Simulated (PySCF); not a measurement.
Record of a relaxation.

C3H7B.
Bonds: B1–C2, C2–C3, C3–C4 (double). Hydrogens: H5, H6 on B1; H7, H8 on C2; H9 on C3; H10, H11 on C4.

Computed by this run: PySCF 2.14.0, PBE0-D3(BJ)/def2-SVP geometry optimisation, gas phase; density fitting, grid level 1; the optimiser is geomeTRIC in internal coordinates, started from a GFN2-xTB structure with every atom displaced at random (about 0.01 Å). The frame can shift and turn from step to step; on so coarse a grid that alone can change the energy by a few meV, and forces under 0.02 eV/Å are noise.

Step 0: E = -3892.1846 eV, largest atomic force 3.518 eV/Å
```
atom  x, y, z in Å  |  force x, y, z in eV/Å
B1     -1.711    0.479    0.260   -0.358  -0.047  -1.169
C2     -0.569   -0.312   -0.413    0.797   0.568   0.179
C3      0.697   -0.366    0.349    2.188   0.490   0.112
C4      1.907    0.100   -0.085   -3.304  -1.010   0.664
H5     -1.695    0.796    1.374    0.089   0.252   1.336
H6     -2.672    0.783   -0.390   -0.251   0.041  -0.161
H7     -0.357    0.025   -1.432   -0.243   0.092  -0.378
H8     -0.937   -1.325   -0.513   -0.596  -0.896  -0.194
H9      0.645   -0.796    1.364   -0.002   0.055  -0.182
H10     1.969    0.540   -1.049    0.264   0.525  -1.166
H11     2.762    0.051    0.521    1.415  -0.071   0.958
```

Step 1: E = -3892.3426 eV, largest atomic force 0.502 eV/Å
```
atom  x, y, z in Å  |  force x, y, z in eV/Å
B1     -1.731    0.312    0.206    0.123   0.023   0.103
C2     -0.508   -0.413   -0.447   -0.030  -0.125   0.020
C3      0.765   -0.375    0.335   -0.194   0.335   0.066
C4      1.825    0.368    0.013    0.432  -0.253  -0.025
H5     -1.732    0.625    1.379   -0.013  -0.071  -0.048
H6     -2.709    0.565   -0.455   -0.071  -0.024  -0.070
H7     -0.359   -0.040   -1.475   -0.027  -0.027  -0.053
H8     -0.865   -1.463   -0.580    0.000   0.124   0.003
H9      0.759   -0.908    1.293    0.046  -0.069   0.009
H10     1.873    0.914   -0.940   -0.016   0.016   0.173
H11     2.720    0.391    0.656   -0.249   0.071  -0.178
```

Step 2: E = -3892.3530 eV, largest atomic force 0.306 eV/Å
```
atom  x, y, z in Å  |  force x, y, z in eV/Å
B1     -1.749    0.309    0.210   -0.024  -0.038   0.030
C2     -0.520   -0.395   -0.449    0.189   0.215  -0.106
C3      0.763   -0.334    0.318   -0.030  -0.078   0.240
C4      1.867    0.349    0.006   -0.080  -0.042  -0.155
H5     -1.756    0.614    1.382    0.003  -0.022  -0.009
H6     -2.743    0.521   -0.448    0.006  -0.005  -0.015
H7     -0.394   -0.041   -1.488   -0.019  -0.016  -0.017
H8     -0.869   -1.446   -0.562    0.007   0.006   0.026
H9      0.756   -0.876    1.273    0.003  -0.029   0.026
H10     1.946    0.923   -0.924   -0.004   0.002  -0.008
H11     2.739    0.351    0.666   -0.051   0.006  -0.013
```

Step 3: E = -3892.3579 eV, largest atomic force 0.217 eV/Å
```
atom  x, y, z in Å  |  force x, y, z in eV/Å
B1     -1.751    0.313    0.206   -0.122  -0.114  -0.056
C2     -0.503   -0.370   -0.436   -0.001   0.168   0.050
C3      0.761   -0.332    0.358    0.060  -0.060  -0.200
C4      1.862    0.326   -0.011   -0.095   0.049   0.121
H5     -1.794    0.578    1.385    0.004   0.017   0.032
H6     -2.734    0.519   -0.475    0.052   0.030   0.030
H7     -0.360   -0.012   -1.473    0.036  -0.016   0.057
H8     -0.857   -1.415   -0.563   -0.060  -0.103   0.008
H9      0.761   -0.880    1.312   -0.030   0.076  -0.046
H10     1.909    0.897   -0.941   -0.017  -0.021  -0.101
H11     2.746    0.352    0.623    0.172  -0.025   0.107
```

Step 4: E = -3892.3634 eV, largest atomic force 0.110 eV/Å
```
atom  x, y, z in Å  |  force x, y, z in eV/Å
B1     -1.759    0.305    0.209   -0.022  -0.046  -0.016
C2     -0.506   -0.365   -0.439    0.022   0.108   0.001
C3      0.762   -0.325    0.349    0.022  -0.048  -0.021
C4      1.869    0.330   -0.006   -0.041   0.007  -0.022
H5     -1.798    0.567    1.390   -0.006  -0.012   0.013
H6     -2.740    0.518   -0.469    0.016   0.008   0.006
H7     -0.364   -0.005   -1.474    0.008  -0.009   0.012
H8     -0.857   -1.414   -0.566   -0.026  -0.043   0.008
H9      0.753   -0.863    1.306   -0.023   0.038   0.014
H10     1.925    0.878   -0.951    0.021   0.013  -0.014
H11     2.753    0.350    0.635    0.030  -0.016   0.018
```

Step 5: E = -3892.3663 eV, largest atomic force 0.067 eV/Å
```
atom  x, y, z in Å  |  force x, y, z in eV/Å
B1     -1.770    0.295    0.213    0.025  -0.014   0.003
C2     -0.507   -0.349   -0.439    0.013   0.062  -0.021
C3      0.762   -0.310    0.347   -0.004  -0.013   0.001
C4      1.879    0.325   -0.011    0.039  -0.027  -0.017
H5     -1.819    0.536    1.398   -0.009  -0.024   0.003
H6     -2.749    0.510   -0.467   -0.006   0.005  -0.005
H7     -0.365    0.010   -1.473   -0.009  -0.005  -0.008
H8     -0.856   -1.402   -0.565   -0.003  -0.005   0.008
H9      0.741   -0.829    1.313   -0.005   0.022   0.031
H10     1.960    0.857   -0.966   -0.022  -0.004   0.019
H11     2.761    0.333    0.635   -0.020   0.003  -0.013
```

Step 6: E = -3892.3715 eV, largest atomic force 0.107 eV/Å
```
atom  x, y, z in Å  |  force x, y, z in eV/Å
B1     -1.796    0.273    0.218    0.074   0.017   0.022
C2     -0.502   -0.297   -0.438    0.002  -0.024  -0.035
C3      0.762   -0.267    0.354   -0.015  -0.001   0.098
C4      1.909    0.299   -0.024    0.049  -0.037  -0.077
H5     -1.879    0.426    1.417   -0.011  -0.028  -0.012
H6     -2.765    0.495   -0.469   -0.028   0.010  -0.013
H7     -0.355    0.064   -1.468   -0.027   0.004  -0.032
H8     -0.847   -1.355   -0.567    0.027   0.039   0.006
H9      0.710   -0.732    1.346    0.001  -0.008   0.045
H10     2.010    0.774   -1.008    0.019   0.008   0.051
H11     2.792    0.297    0.625   -0.091   0.019  -0.052
```

Step 7: E = -3892.3742 eV, largest atomic force 0.061 eV/Å
```
atom  x, y, z in Å  |  force x, y, z in eV/Å
B1     -1.812    0.256    0.222    0.052   0.015   0.010
C2     -0.499   -0.257   -0.436    0.001  -0.054  -0.029
C3      0.761   -0.235    0.362   -0.015   0.025   0.040
C4      1.927    0.274   -0.039    0.049  -0.023  -0.009
H5     -1.917    0.332    1.426   -0.011  -0.014  -0.009
H6     -2.776    0.492   -0.469   -0.017   0.013  -0.003
H7     -0.350    0.105   -1.466   -0.022   0.007  -0.019
H8     -0.840   -1.319   -0.568    0.022   0.028   0.003
H9      0.689   -0.654    1.374    0.006  -0.002   0.020
H10     2.054    0.706   -1.038   -0.019   0.000   0.029
H11     2.802    0.275    0.618   -0.045   0.005  -0.034
```

Step 8: E = -3892.3748 eV, largest atomic force 0.039 eV/Å
```
atom  x, y, z in Å  |  force x, y, z in eV/Å
B1     -1.812    0.254    0.221    0.010   0.014  -0.002
C2     -0.497   -0.250   -0.436   -0.008  -0.037  -0.010
C3      0.760   -0.228    0.368   -0.002   0.013   0.009
C4      1.929    0.267   -0.041    0.009  -0.005  -0.002
H5     -1.926    0.305    1.426   -0.004  -0.007  -0.001
H6     -2.774    0.501   -0.470   -0.005   0.010   0.003
H7     -0.347    0.114   -1.465   -0.006   0.004  -0.001
H8     -0.837   -1.312   -0.569    0.016   0.010   0.004
H9      0.685   -0.635    1.385    0.000  -0.004   0.001
H10     2.053    0.690   -1.044    0.000  -0.003   0.004
H11     2.806    0.270    0.611   -0.010   0.004  -0.005
```

Step 9: E = -3892.3750 eV, largest atomic force 0.025 eV/Å
```
atom  x, y, z in Å  |  force x, y, z in eV/Å
B1     -1.810    0.256    0.220   -0.004   0.005   0.000
C2     -0.497   -0.254   -0.437   -0.011  -0.020  -0.010
C3      0.759   -0.231    0.369    0.003   0.009  -0.005
C4      1.927    0.266   -0.041   -0.007   0.003   0.004
H5     -1.924    0.304    1.425   -0.004  -0.002   0.003
H6     -2.771    0.513   -0.469    0.004   0.007   0.004
H7     -0.347    0.111   -1.466    0.003   0.001   0.005
H8     -0.836   -1.315   -0.570    0.006  -0.001   0.004
H9      0.684   -0.637    1.386   -0.002   0.001  -0.004
H10     2.049    0.689   -1.044    0.001   0.000  -0.005
H11     2.803    0.275    0.612    0.009  -0.003   0.006
```

**Question.** Summarise the path.

**Answer.** The energy falls by 18.38 kJ/mol from step 0 to step 9; nine tenths of that is first reached at step 3. It falls at every step. The largest force goes from 3.518 to 0.025 eV/Å. Among the bonds B1–H5 changes most, from 1.159 to 1.211 Å; the atoms move by 0.129 Å rms after alignment.

**Question.** Follow the three bonds and two angles with the largest change from start to end.

**Answer.** 
```
step  E above end (kJ/mol)  largest force (eV/Å)  B1–H5 (Å)  C4–H11 (Å)  C2–H8 (Å)  B1–C2–H8 (°)  C3–C2–H7 (°)
   0                 18.38                 3.518      1.159       1.049      1.082         105.6         109.0
   1                  3.13                 0.502      1.213       1.102      1.117         103.6         111.4
   2                  2.12                 0.306      1.211       1.094      1.114         102.8         111.8
   3                  1.65                 0.217      1.209       1.088      1.111         101.8         112.4
   4                  1.13                 0.110      1.210       1.092      1.114         101.4         112.1
   5                  0.85                 0.067      1.211       1.094      1.116         100.6         112.1
   6                  0.34                 0.107      1.211       1.096      1.121          98.0         112.1
   7                  0.08                 0.061      1.211       1.095      1.123          96.1         112.4
   8                  0.02                 0.039      1.211       1.093      1.123          95.8         112.6
   9                  0.00                 0.025      1.211       1.093      1.122          96.1         112.6
```

The cost below is that of the whole optimisation. Time: 19 s wall; peak memory 0.37 GiB. Hardware: Arm Neoverse V2, one thread, no GPU, on a shared host.
